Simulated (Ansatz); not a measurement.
H$_{6}$Cl$_{2}$Ge$_{2}$Si (SMILES Cl[Si](Cl)([GeH3])[GeH3]), singlet, geometry from GFN2-xTB, atoms displaced at random by about 0.03 Å a coordinate; R2SCAN/STO-3G, gradient (Ansatz, a program for electronic structure).

The Ansatz input:
Ansatz 0.2 input:
```yaml
crystal:
  periodic: [false, false, false]
  atoms:
    - {symbol: Cl, position_ang: [-0.09047414, 2.17201010, 0.81930760]}
    - {symbol: Si, position_ang: [-0.03475498, 0.35474045, -0.23215026]}
    - {symbol: Cl, position_ang: [-0.43609316, 0.76318856, -2.14414771]}
    - {symbol: Ge, position_ang: [2.05863846, -0.63899897, 0.01926249]}
    - {symbol: Ge, position_ang: [-1.87406301, -0.99965683, 0.64725224]}
    - {symbol: H, position_ang: [2.85845686, -0.75418653, -1.26400838]}
    - {symbol: H, position_ang: [2.04118000, -1.89625211, 0.67777569]}
    - {symbol: H, position_ang: [3.07928273, 0.22934628, 0.89982156]}
    - {symbol: H, position_ang: [-3.01151183, -0.22946251, 1.17520991]}
    - {symbol: H, position_ang: [-2.34475221, -1.91558563, -0.37734802]}
    - {symbol: H, position_ang: [-1.43352201, -1.84379093, 1.72544313]}
basis:
  gaussian:
    orbitals: STO-3G
hamiltonian:
  xc: r2scan
output: {forces: true}
```

**Question.** Write the output that Ansatz gives for this input, abridged.

**Answer.** 
```
Functional definition: r2SCAN
740 factors; integrals over basis functions are off by at most 3.1e-5 eV
mean field evaluation 1: about -144366.0203 eV, gradient 1.2e2 eV
mean field evaluation 2: about -144376.1042 eV, gradient 7.0e1 eV
mean field evaluation 4: about -144397.0977 eV, gradient 7.8e0 eV
mean field evaluation 8: about -144397.3055 eV, gradient 1.9e-1 eV
mean field -144397.30565452 eV, -5306.5031067945 hartree, gradient 5.6e-5 eV, S^2 0.000000; 0 other end points of the search recorded, 0 dependent functions left out
the calculation of the forces begins
reference -144397.30566183 eV, -5306.5031070630 hartree; 59, 59 occupied and 10, 10 virtual orbitals, 740 factors
Total energy: -144397.30566183 eV, -5306.5031070630 hartree
Atom 0 at    -0.090474     2.172010     0.819308 Å, force     0.093384     0.524276     0.241637 eV/Å
Atom 1 at    -0.034755     0.354740    -0.232150 Å, force    -0.294413    -2.420861     3.572775 eV/Å
Atom 2 at    -0.436093     0.763189    -2.144148 Å, force    -0.507875     0.675470    -3.028397 eV/Å
Atom 3 at     2.058638    -0.638999     0.019262 Å, force     3.002791     1.016302     0.225303 eV/Å
Atom 4 at    -1.874063    -0.999657     0.647252 Å, force    -0.192451    -0.044597     0.010640 eV/Å
Atom 5 at     2.858457    -0.754187    -1.264008 Å, force    -1.351607     0.073251     1.605863 eV/Å
Atom 6 at     2.041180    -1.896252     0.677776 Å, force    -0.195820     0.659224    -0.464905 eV/Å
Atom 7 at     3.079283     0.229346     0.899822 Å, force    -2.108780    -1.401147    -1.501027 eV/Å
Atom 8 at    -3.011512    -0.229463     1.175210 Å, force     1.244641    -0.606800    -0.686597 eV/Å
Atom 9 at    -2.344752    -1.915586    -0.377348 Å, force     0.391130     0.871187     0.712645 eV/Å
Atom 10 at    -1.433522    -1.843791     1.725443 Å, force    -0.081002     0.653694    -0.687938 eV/Å
Dipole moment:     0.127927    -0.594335     0.160920 e Å
```
